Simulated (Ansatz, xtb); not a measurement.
# Relative energy of two structures of CH9BSSi

Structure X is `[BH3-][SH+][SiH2]C`, a singlet and structure Y is a singlet given by its coordinates. Both are isolated molecules in the gas phase, relaxed with B3LYP-D3(BJ)/def2-SVP; the shapes shown needn't be the lowest conformers.

X (Å):

| atom | x (Å) | y (Å) | z (Å) |
| --- | --- | --- | --- |
| C | 1.3878 | -0.1214 | 1.9671 |
| B | -1.9035 | 0.8742 | 0.8429 |
| S | -0.3422 | 1.1924 | -0.4788 |
| Si | 0.9903 | -0.4531 | 0.1737 |
| H | -2.8349 | 1.3950 | 0.2657 |
| H | -1.4816 | 1.4856 | 1.8056 |
| H | -1.9583 | -0.3342 | 0.9738 |
| H | -0.7639 | 0.5697 | -1.6069 |
| H | 2.1948 | -0.3985 | -0.7007 |
| H | 0.2548 | -1.7222 | -0.0568 |
| H | 1.8799 | 0.8565 | 2.0856 |
| H | 0.4655 | -0.1268 | 2.5659 |
| H | 2.0677 | -0.8999 | 2.3493 |

Y (Å):

```xyz
13

C     1.1938    1.3842    0.6523
B     1.0752    0.3872   -0.5866
S     0.2891   -1.5201    0.2278
Si   -1.8287   -0.9530    0.1365
H     1.9229    1.0595    1.4147
H     0.2371    1.6012    1.1582
H     1.5632    2.3516    0.2632
H     0.1695    0.5813   -1.3823
H     2.0980   -0.0415   -1.0794
H     0.4319   -1.3370    1.5632
H    -2.5972   -1.8671    1.0243
H    -1.9894    0.4567    0.5674
H    -2.1989   -1.1556   -1.2840
```

Close contacts (Å): C1–B2 1.59, B2–S3 2.22, S3–Si4 2.19, C1–H5 1.10, C1–H6 1.10, C1–H7 1.11, B2–H8 1.22, B2–H9 1.21, S3–H10 1.36, Si4–H11 1.49, Si4–H12 1.48, Si4–H13 1.48.

Q: Estimate E(Y) − E(X) at the level CCSD(T)/def2-SVP + ΔMP2/def2-TZVPP.

A: Calculated at CCSD(T)/def2-SVP + ΔMP2/def2-TZVPP: E(Y) − E(X) = +5.6 kcal/mol, so structure X lies lower.

The same difference at several levels:

| level | geometry | E(Y) − E(X) (kcal/mol) | departure from the last row (kcal/mol) | job, with rough time for the two |
| --- | --- | --- | --- | --- |
| GFN2-xTB | GFN2-xTB | +1.3 | −4.3 | optimisation, 0.53 s |
| HF/STO-3G | GFN2-xTB | +5.9 | +0.3 | single point, 1.2 s |
| r2SCAN-D4/def2-SVP | GFN2-xTB | +5.6 | 0.0 | single point, 7.2 s |
| B3LYP-D3(BJ)/def2-SVP | B3LYP-D3(BJ)/def2-SVP | +4.3 | −1.3 | optimisation, 2.4 min |
| HF/def2-SVP | B3LYP-D3(BJ)/def2-SVP | +2.6 | −3.0 | part of the CCSD(T) run |
| MP2/def2-SVP | B3LYP-D3(BJ)/def2-SVP | +4.2 | −1.4 | part of the CCSD(T) run |
| CCSD(T)/def2-SVP | B3LYP-D3(BJ)/def2-SVP | +3.4 | −2.1 | single point |
| CCSD(T)/def2-SVP + ΔMP2/def2-TZVPP | B3LYP-D3(BJ)/def2-SVP | +5.6 |  | single point, 56 s |

The levels shown agree on the order. The largest departure from CCSD(T)/def2-SVP + ΔMP2/def2-TZVPP is that of GFN2-xTB, 4.3 kcal/mol. The last row adds to CCSD(T) the change of the MP2 difference between the two basis sets, here +2.1 kcal/mol.

With harmonic frequencies from B3LYP-D3(BJ)/def2-SVP (ideal gas, rigid rotor, one conformer each, 298.15 K, 1 atm): the zero-point term adds −0.4 kcal/mol; ΔH is +5.2 and ΔG +5.0 kcal/mol.

The correlated steps freeze 12 core orbitals. Run with Ansatz 0.2.0, xtb 6.7.1; the last row on 2 threads of Intel(R) Xeon(R) Processor @ 2.50GHz (Skylake/Cascade Lake) on a shared host.
